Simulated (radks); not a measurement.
Task: Eu+, 62 electrons, occupied as [Xe] 4f7 6s1 (the NIST ground configuration). Method: scalar-relativistic Kohn-Sham, LDA (Slater exchange, Perdew-Wang correlation), spin-polarised, spherical densities, finite nucleus; open shells are filled with parallel spins first (spin-orbit coupling, left out, can overturn this in heavy ions); Fermi nuclear charge, rms radius 5.1115 fm; computed with a radial shooting solver on a logarithmic mesh with Libxc functionals. Some entries of the table are withheld. Estimate them.

| orbital | occ. | eigenvalue (hartree) | <r> (bohr) | r(max) (bohr) |
|---|---|---|---|---|
| 1s up | 1 | -1775.785 | 0.02234 | 0.01421 |
| 1s down | 1 | -1775.785 | 0.02234 | 0.01421 |
| 2s up | 1 | -291.8116 | 0.09519 | 0.08062 |
| 2s down | 1 | -291.8083 | 0.09518 | 0.08062 |
| 2p up | 3 | -260.1643 | 0.08392 | 0.06514 |
| 2p down | 3 | -260.1619 | 0.08392 | 0.06514 |
| 3s up | 1 | -64.37465 | 0.2500 | 0.2291 |
| 3s down | 1 | -64.28708 | 0.2498 | 0.2291 |
| 3p up | 3 | -54.52155 | 0.2483 | 0.2247 |
| 3p down | 3 | -54.43474 | 0.2481 | 0.2245 |
| 3d up | 5 | -41.29931 | 0.2262 | 0.1837 |
| 3d down | 5 | -41.23136 | 0.2259 | 0.1836 |
| 4s up | 1 | -12.99761 | 0.5666 | 0.5276 |
| 4s down | 1 | -12.79602 | 0.5665 | 0.5273 |
| 4p up | 3 | -9.75452 | 0.6000 | 0.5506 |
| 4p down | 3 | -9.55410 | 0.6001 | 0.5504 |
| 4d up | 5 | -5.23301 | 0.6547 | 0.5734 |
| 4d down | 5 | -5.03541 | 0.6557 | 0.5731 |
| 5s up | 1 | -1.91343 | 1.373 | 1.227 |
| 5s down | 1 | -1.80166 | 1.394 | 1.240 |
| 5p up | 3 | -1.13640 | 1.617 | 1.396 |
| 5p down | 3 | -1.04959 | 1.651 | 1.418 |
| 4f up | 7 | -0.38646 | (1) | 0.5918 |
| 6s up | 1 | -0.33581 | 3.764 | 3.326 |
| 6s down | 0 | -0.29586 | 3.897 | 3.396 |
| 5d up | 0 | -0.28599 | 2.762 | 2.071 |
| 5d down | 0 | -0.23902 | 2.903 | 2.147 |
| 4f down | 0 | -0.21758 | (2) | 0.5956 |
| 6p up | 0 | -0.21080 | 4.742 | 4.202 |
| 6p down | 0 | -0.18042 | 5.068 | 4.429 |

Result: 
(1) 4f up <r> (bohr): 0.9477
(2) 4f down <r> (bohr): 1.045
